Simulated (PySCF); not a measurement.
Job file and geometry (Å, from GFN2-xTB) of an NMR shielding run on `C([Si](C/C=N\C)([SiH3])[SiH3])F`, C4H14FNSi3, GIAO PBE0/pcSseg-1 NMR shielding, non-relativistic, gas phase (PySCF 2.14.0, density-fitted response routines); density fitting, a coarse starting grid and PySCF grid level 2 are the driver's defaults:

```
$ OMP_NUM_THREADS=1 python probes_run.py task.json out

{"job": {"kind": "nmr", "xc": "PBE0", "basis": "pcSseg-1"}, "charge": 0, "multiplicity": 1}
C      2.701873     1.434264    -0.011931
N      2.696897     0.181262    -0.714406
C      1.911107    -0.750893    -0.399234
C      0.866254    -0.778554     0.654834
Si    -0.870191    -0.267665    -0.056970
Si    -2.321702    -0.100342     1.774409
Si    -0.732813     1.451185    -1.642347
C     -1.385889    -1.859548    -1.041899
F     -2.654125    -1.664670    -1.562047
H      1.698784     1.839340     0.160561
H      3.199111     1.323310     0.955728
H      3.274046     2.141912    -0.610765
H      1.997160    -1.650009    -1.002643
H      0.795461    -1.785901     1.064733
H      1.127174    -0.100479     1.466276
H     -3.699509     0.147721     1.354509
H     -2.336965    -1.295143     2.628212
H     -1.918075     1.016066     2.637422
H     -1.899303     1.432974    -2.525966
H     -0.732321     2.748361    -0.952465
H      0.462655     1.397159    -2.486235
H     -1.447439    -2.760597    -0.424949
H     -0.736946    -2.072769    -1.895630
```

Problem. Write the output of this run.

Solution. 
```
coarse grid: 20048 points
cycle   1  E = -1182.9706612545  dE =  5.353e-01  |g| = 5.627e-01  |ddm| = 4.191e+00
cycle   2  E = -1182.9142906841  dE =  5.637e-02  |g| = 8.035e-01  |ddm| = 1.368e+00
cycle   3  E = -1183.0336702072  dE = -1.194e-01  |g| = 1.303e-01  |ddm| = 8.727e-01
cycle   4  E = -1183.0366132706  dE = -2.943e-03  |g| = 6.144e-02  |ddm| = 1.367e-01
cycle   5  E = -1183.0374328849  dE = -8.196e-04  |g| = 1.153e-02  |ddm| = 6.009e-02
cycle   6  E = -1183.0374546592  dE = -2.177e-05  |g| = 4.908e-03  |ddm| = 1.244e-02
cycle   7  E = -1183.0374600114  dE = -5.352e-06  |g| = 5.270e-04  |ddm| = 5.023e-03
final grid: 178416 points
cycle   8  E = -1183.0934904899  dE = -5.142e-05  |g| = 8.552e-03  |ddm| = 3.340e-02
cycle   9  E = -1183.0934816542  dE =  8.836e-06  |g| = 1.079e-02  |ddm| = 1.788e-02
cycle  10  E = -1183.0935078371  dE = -2.618e-05  |g| = 1.160e-03  |ddm| = 9.837e-03
cycle  11  E = -1183.0935080477  dE = -2.107e-07  |g| = 3.191e-04  |ddm| = 1.120e-03
cycle  12  E = -1183.0935080630  dE = -1.529e-08  |g| = 1.045e-04  |ddm| = 3.134e-04
cycle  13  E = -1183.0935080650  dE = -1.970e-09  |g| = 5.739e-05  |ddm| = 1.435e-04
cycle  14  E = -1183.0935080657  dE = -6.976e-10  |g| = 8.456e-06  |ddm| = 5.134e-05
converged SCF energy = -1183.0935080657

GIAO shielding tensors (ppm)
atom      isotropic    diamagn.    paramagn.     s11        s22        s33       span
  0 C      147.359     250.960    -103.601    130.134    139.811    172.130     41.996
  1 N     -104.675     325.731    -430.405   -468.774   -123.097    277.847    746.621
  2 C       20.086     255.500    -235.415    -96.926     34.220    122.963    219.889
  3 C      167.662     259.549     -91.887    143.693    176.306    182.986     39.294
  4 Si     397.239     882.512    -485.272    376.508    392.641    422.569     46.061
  5 Si     459.469     880.604    -421.135    438.156    459.947    480.304     42.148
  6 Si     464.909     881.351    -416.442    449.482    467.183    478.062     28.581
  7 C      105.329     250.522    -145.193     52.975     83.251    179.761    126.787
  8 F      461.729     473.185     -11.456    412.072    479.718    493.397     81.325
  9 H       29.018      34.277      -5.258     24.940     30.350     31.764      6.824
 10 H       28.677      29.915      -1.239     25.041     26.968     34.021      8.980
 11 H       27.533      29.206      -1.673     24.502     26.102     31.994      7.492
 12 H       24.099      31.699      -7.600     21.153     22.762     28.383      7.230
 13 H       30.275      34.216      -3.942     26.615     28.472     35.737      9.122
 14 H       29.882      35.331      -5.448     25.531     29.898     34.219      8.688
 15 H       28.035      28.917      -0.882     24.378     25.875     33.851      9.474
 16 H       28.050      29.334      -1.284     24.639     25.862     33.649      9.010
 17 H       28.197      29.360      -1.163     24.537     26.388     33.666      9.129
 18 H       28.118      29.484      -1.366     24.044     26.230     34.079     10.035
 19 H       28.275      30.007      -1.732     25.293     25.821     33.711      8.417
 20 H       28.178      30.469      -2.291     24.327     27.394     32.813      8.486
 21 H       26.651      31.332      -4.681     22.387     27.663     29.902      7.515
 22 H       26.523      31.763      -5.241     21.845     28.001     29.721      7.876
```

Problem. Turn these shieldings into chemical shifts. Chemical shifts δ = σref − σ; TMS for 13C (186.93 ppm) and 29Si (349.16 ppm) and 1H (31.72 ppm); 15N (267.73 ppm) vs NH3; 19F (170.95 ppm) against CFCl3, all at this level.

Solution. Averaging equivalent atoms: C 2: 166.8; C 7: 81.6; C 0: 39.6; C 3: 19.3; N 1: 372.4; Si 4: -48.1; Si 5/6: -113.0; F 8: -290.8; H 12: 7.62; H 21/22: 5.13; H 15/16/17/18/19/20: 3.57; H 9/10/11: 3.31; H 13/14: 1.64 ppm. Unscaled 19F shifts against computed CFCl3 carry errors that often reach 10 to 50 ppm. Experimental scales use liquid or dissolved standards, which lie at an offset from isolated NH3 (liquid NH3: subtract about 20 ppm). Unscaled 15N shifts of sp2 nitrogen come out 20 to 40 ppm too high even then.

Size and cost of the density-fitted run: 244 basis functions, 110 s wall time on 1 thread of an Arm Neoverse N1, shared host; peak memory 1.1 GiB.
